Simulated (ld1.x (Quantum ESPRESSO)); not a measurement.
# B: excitation energies, all-electron against TM

boron (B), norm-conserving Troullier–Martins (Kleinman–Bylander form), made with ld1.x (Quantum ESPRESSO) 7.5 (revPBE, scalar-relativistic). Core [He], reference 2s2 2p1. Waves: 2p (bound): rc 4.15 bohr; 3d channel at -0.1 Ry: rc 3.50 bohr; 2s (bound): rc 1.35 bohr. Local part: the s channel. Core correction: none.

Energies are relative to the spin-unpolarised reference configuration 2s2 2p1; without spin polarisation the order of configurations can differ from experiment.

(1) Give the all-electron excitation energy and the error of the potential for: 2s2 2p0; 2s1 2p0; 2s2 2p0.5; 2s1 2p1; 2s1 2p2; 2s2 2p1.3; 2s0 2p3.

Answers

(1)

| valence configuration | charge | ΔE all-electron (eV) | error AE − PS (meV) |
| --- | --- | --- | --- |
| 2s2 2p0 | +1 | 8.170 | +245 |
| 2s1 2p0 | +2 | 33.604 | +665 |
| 2s2 2p0.5 | +0.5 | 2.866 | +38 |
| 2s1 2p1 | +1 | 14.388 | -119 |
| 2s1 2p2 | 0 | 5.911 | -44 |
| 2s2 2p1.3 | -0.3 | -0.727 | +4.1 |
| 2s0 2p3 | 0 | 11.834 | -171 |
